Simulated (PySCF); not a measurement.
dichloromethane (CH₂Cl₂), singlet, at a GFN2-xTB geometry; DF-PBE/3-21G in PySCF.

PySCF was given this input:
```python
from pyscf import gto, scf, dft

mol = gto.Mole()
mol.atom = '''
    C    -0.012779    0.005755    0.780914
    Cl    0.025913    1.460084   -0.229918
    Cl   -0.018729   -1.463320   -0.209102
    H    -0.925685    0.023919    1.374053
    H     0.880226   -0.003446    1.403808
'''
mol.basis = '3-21g'
mol.charge = 0
mol.spin = 0
mol.verbose = 4
mol.max_memory = 1800
mol.build()

mf = dft.RKS(mol)
mf.xc = 'pbe'
mf = mf.density_fit(auxbasis='def2-universal-jkfit')
mf.kernel()
```

The log (banner, timings and long lists left out):

```
PySCF version 2.14.0

[INPUT] verbose = 4
[INPUT] num. atoms = 5
[INPUT] num. electrons = 42
[INPUT] charge = 0
[INPUT] spin (= nelec alpha-beta = 2S) = 0
[INPUT] symmetry False subgroup None
[INPUT] Mole.unit = angstrom
[INPUT] Symbol           X                Y                Z      unit          X                Y                Z       unit  Magmom
[INPUT]  1 C     -0.012779000000   0.005755000000   0.780914000000 AA   -0.024148810146   0.010875373847   1.475713586839 Bohr   0.0
[INPUT]  2 Cl     0.025913000000   1.460084000000  -0.229918000000 AA    0.048968473066   2.759158878859  -0.434482051108 Bohr   0.0
[INPUT]  3 Cl    -0.018729000000  -1.463320000000  -0.209102000000 AA   -0.035392680587  -2.765274032599  -0.395145512099 Bohr   0.0
[INPUT]  4 H     -0.925685000000   0.023919000000   1.374053000000 AA   -1.749291127618   0.045200359173   2.596583850637 Bohr   0.0
[INPUT]  5 H      0.880226000000  -0.003446000000   1.403808000000 AA    1.663386067721  -0.006511996225   2.652812651473 Bohr   0.0

nuclear repulsion = 134.654628713138
number of shells = 23
number of NR pGTOs = 75
number of NR cGTOs = 39
basis = 3-21g
ecp = {}

******** <class 'pyscf.df.df_jk.DFRKS'> ********
method = DFRKS
initial guess = minao
damping factor = 0
level_shift factor = 0
DIIS = <class 'pyscf.scf.diis.CDIIS'>
diis_start_cycle = 1
diis_space = 8
diis_damp = 0
SCF conv_tol = 1e-09
SCF conv_tol_grad = None
SCF max_cycles = 50
direct_scf = False
XC library pyscf.dft.libxc version 7.1.2
    S. Lehtola, C. Steigemann, M. J. T. Oliveira, and M. A. L. Marques,  SoftwareX 7, 1–5 (2018)
XC functionals = pbe
    J. P. Perdew, K. Burke, and M. Ernzerhof,  Phys. Rev. Lett. 77, 3865 (1996)
    J. P. Perdew, K. Burke, and M. Ernzerhof,  Phys. Rev. Lett. 78, 1396 (1997)
    J. P. Perdew, K. Burke, and M. Ernzerhof,  Phys. Rev. Lett. 77, 3865 (1996)
    J. P. Perdew, K. Burke, and M. Ernzerhof,  Phys. Rev. Lett. 78, 1396 (1997)
radial grids:
    Treutler-Ahlrichs [JCP 102, 346 (1995); DOI:10.1063/1.469408] (M4) radial grids

becke partition: Becke, JCP 88, 2547 (1988); DOI:10.1063/1.454033
pruning grids: <function nwchem_prune>
grids dens level: 3
symmetrized grids: False
atomic radii adjust function: <function treutler_atomic_radii_adjust>
small_rho_cutoff = 0
Set gradient conv threshold to 3.16228e-05
Initial guess from minao.
tot grids = 71496
init E= -954.1920866897
  HOMO = -0.311895545549632  LUMO = -0.0400752980310657  gap/eV = 7.39661
cycle= 1 E= -954.579175129559  delta_E= -0.387  |g|= 0.252  |ddm|= 2.28
  HOMO = -0.245672893616054  LUMO = -0.0445182222996239  gap/eV = 5.47370
cycle= 2 E= -954.540738047585  delta_E= 0.0384  |g|= 0.469  |ddm|= 1.04
  HOMO = -0.263169778319066  LUMO = -0.0295965613290412  gap/eV = 6.35585
cycle= 3 E= -954.600041646313  delta_E= -0.0593  |g|= 0.0421  |ddm|= 0.576
  HOMO = -0.269917370409432  LUMO = -0.0372887306491962  gap/eV = 6.33015
cycle= 4 E= -954.600500362937  delta_E= -0.000459  |g|= 0.0106  |ddm|= 0.0665
  HOMO = -0.268779100138129  LUMO = -0.0352959431846318  gap/eV = 6.35340
cycle= 5 E= -954.600531762895  delta_E= -3.14e-05  |g|= 0.000729  |ddm|= 0.0157
  HOMO = -0.268917758914844  LUMO = -0.0354652539297837  gap/eV = 6.35257
cycle= 6 E= -954.600531964499  delta_E= -2.02e-07  |g|= 6.53e-05  |ddm|= 0.00186
  HOMO = -0.268910314349854  LUMO = -0.0354561197844216  gap/eV = 6.35261
cycle= 7 E= -954.600531966337  delta_E= -1.84e-09  |g|= 5.62e-06  |ddm|= 0.000174
  HOMO = -0.268910175810577  LUMO = -0.035455819748577  gap/eV = 6.35262
cycle= 8 E= -954.600531966347  delta_E= -1.05e-11  |g|= 2.85e-07  |ddm|= 1.38e-05
  HOMO = -0.268910181841098  LUMO = -0.0354558093326109  gap/eV = 6.35262
Extra cycle  E= -954.60053196635  delta_E= -2.96e-12  |g|= 3.92e-07  |ddm|= 1.59e-06
converged SCF energy = -954.60053196635
```
